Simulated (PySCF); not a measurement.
CH11ClSi4, SMILES [SiH3][SiH]([SiH3])C[SiH2]Cl.

The structure is a stationary point at PBE0-D3(BJ)/def2-SVP. This is a generated structure with no PubChem entry under its InChIKey; it may be hypothetical. The values are those of a single conformer.

Calculation: PySCF 2.14.0 with TDA-PBE/def2-SVPD.

Vertical excitations. 

Computed UV-visible absorptions:
| state | energy (eV) | λ (nm) | f | main pairs |
|---|---|---|---|---|
| S1 | 5.77 | 215 | 0.008 | HOMO→LUMO 69 %, HOMO→LUMO+1 23 % |
| S2 | 5.87 | 211 | 0.011 | HOMO→LUMO+1 51 %, HOMO→LUMO+2 39 % |
| S3 | 6.14 | 202 | 0.090 | HOMO→LUMO+2 49 %, HOMO→LUMO+1 17 %, HOMO→LUMO 15 % |
| S4 | 6.31 | 196 | 0.004 | HOMO−1→LUMO 56 %, HOMO→LUMO+3 30 % |
| S5 | 6.39 | 194 | 0.015 | HOMO→LUMO+3 44 %, HOMO−2→LUMO 31 %, HOMO−1→LUMO 8 % |
| S6 | 6.44 | 192 | 0.011 | HOMO−2→LUMO 39 %, HOMO→LUMO+4 28 %, HOMO−1→LUMO+2 12 %, HOMO−1→LUMO+1 7 % |
| T1 | 5.22 | 237 | 0 | HOMO→LUMO 94 % |
| T2 | 5.53 | 224 | 0 | HOMO→LUMO+2 71 %, HOMO→LUMO+1 22 % |
Triplets are in the Tamm–Dancoff approximation.
